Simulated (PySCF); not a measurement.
B3LYP has the VWN-RPA correlation part, as in Gaussian. Excitations are Tamm–Dancoff values on a coarser integration grid. The basis has no diffuse functions, so Rydberg states are missing or too high.

Species: C$_{5}$H$_{8}$, SMILES `C1C([C@H]1C)=C` (charge 0, multiplicity 1).

Problem. Predict the HOMO–LUMO gap, S1 oscillator strength, brightest of the four lowest singlets (TDA), HOMO and S1–T1 gap (TDA) from B3LYP-D3(BJ)/def2-TZVP (PySCF).

Solution. 
```
Quantity                                       Result
-------------------------------------------  --------
HOMO–LUMO gap                                 7.08 eV
S1 oscillator strength                          0.002
brightest of the four lowest singlets (TDA)   7.31 eV
HOMO                                         -7.15 eV
S1–T1 gap (TDA)                               1.96 eV
```
